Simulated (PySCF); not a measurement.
## Stretching YbO

Set-up: PySCF, spin-free X2C with a Gaussian nucleus, basis sets Yb x2c-TZVPall, O x2c-TZVPall. Energies in eV from Yb (4f14 6s2) + O in their ground configurations at the same level. All curves are PBE0. state 1: Ms = 0 determinant of mixed spin, about 13.4 electrons in the 4f shell (Mulliken), real f orbitals that mix terms; state 2: triplet, about 13.2 electrons in the 4f shell (Mulliken), real f orbitals that mix terms, a second solution, started from another occupation.

```
R (Å)  state 1  state 2
1.551   -2.614   -2.617
1.623   -3.464   -3.438
1.695   -3.924   -3.862
1.749   -4.080   -3.981
1.803   -4.116   -3.970
1.857   -4.064   -3.860
1.929   -3.899   -3.609
2.019   -3.605   -3.227
2.127   -3.219   -2.827
2.272   -2.746   -2.414
```

Question: Put a parabola through the three lowest points of the state 1 curve and estimate Re, k and ωe (reduced mass 14.65 u; 1 eV/Å² = 0.16022 mdyn/Å; ωe = 1302.8·√(k/μ) cm⁻¹).

Answer: Through R = 1.749, 1.803, 1.857 Å the second-order coefficient is 15.1 eV/Å², so Re ≈ 1.798 Å, k ≈ 4.84 mdyn/Å and ωe ≈ 748 cm⁻¹. A polynomial fit of higher order to the unrounded PBE0 energies gives Re = 1.795 Å, k = 5.06 mdyn/Å, ωe = 765 cm⁻¹; anharmonicity and rounding make the difference.

The higher-order fit for each curve: state 1: Re = 1.795 Å, ωe = 765 cm⁻¹, De = 4.12 eV; state 2: Re = 1.770 Å, ωe = 866 cm⁻¹, minimum 3.99 eV below the ground-state fragments.

⟨S²⟩ of the unrestricted solution departs from its pure value on part of the curve, where spin states mix. These are scalar-relativistic numbers at best; spin–orbit coupling would shift them, the dissociation energy most.
